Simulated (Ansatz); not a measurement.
Pulling on the B1–H2 bond in BH2I (SMILES BI) (multiplicity 1 held, fragments rigid). Energies count from the point at 1.183 Å.
Geometry at that point (charge 0, multiplicity 1):
| atom | x (Å) | y (Å) | z (Å) |
|---|---|---|---|
| B | -1.0069 | -1.5282 | 0.2633 |
| H | -0.6251 | -2.3051 | 1.0692 |
| H | -1.9865 | -1.6589 | -0.3861 |
| I | 0.1443 | 0.2190 | -0.0377 |

R- and RO- levels are restricted; in cc, def2 and unpolarised 6-31G sets they are followed outwards from rest. Unrestricted levels (U-) break spin symmetry where that is lower. Active spaces are followed from a long bond inwards. Curves can end on different states.

Correlated levels freeze the cores. Filled d and f shells under p-block atoms count as core.

The values were computed with Ansatz (Gaussian orbitals).  In def2 rows elements past Kr take small-core potentials, without spin–orbit coupling.

Energies in kJ/mol.

| R (Å) | R-MP2/def2-SVP | R-SCS-MP2/def2-SVP | U-CCSD(T)/def2-SVP | CASSCF(2,2)/def2-SVP | FIC-MRCISD+Q on CASSCF(2,2)/def2-SVP |
|---|---|---|---|---|---|
| 0.946 | 120 | 120 | 121 | 128 | 121 |
| 1.064 | 27 | 27 | 27 | 31 | 27 |
| 1.183 | 0 | 0 | 0 | 0 | 0 |
| 1.301 | 11 | 11 | 10 | 6 | 10 |
| 1.419 | 43 | 43 | 41 | 33 | 41 |
| 1.597 | 110 | 109 | 104 | 91 | 104 |
| 1.774 | 183 | 181 | 171 | 153 | 171 |
| 2.070 | 296 | 293 | 273 | 246 | 270 |
| 2.365 | 390 | 385 | 349 | 314 | 343 |
| 2.720 | 475 | 467 | 407 | 364 | 396 |
| 3.193 | 546 | 532 | 435 | 393 | 427 |
| 3.784 | 580 | 557 | 440 | 403 | 438 |

Doubts at one or more of the structures used: a restricted determinant that unrestricted orbitals would lower (R-MP2/def2-SVP, R-SCS-MP2/def2-SVP); a spin-contaminated determinant (U-CCSD(T)/def2-SVP); T1 above 0.05 (U-CCSD(T)/def2-SVP).

Ansatz is a program for electronic structure.
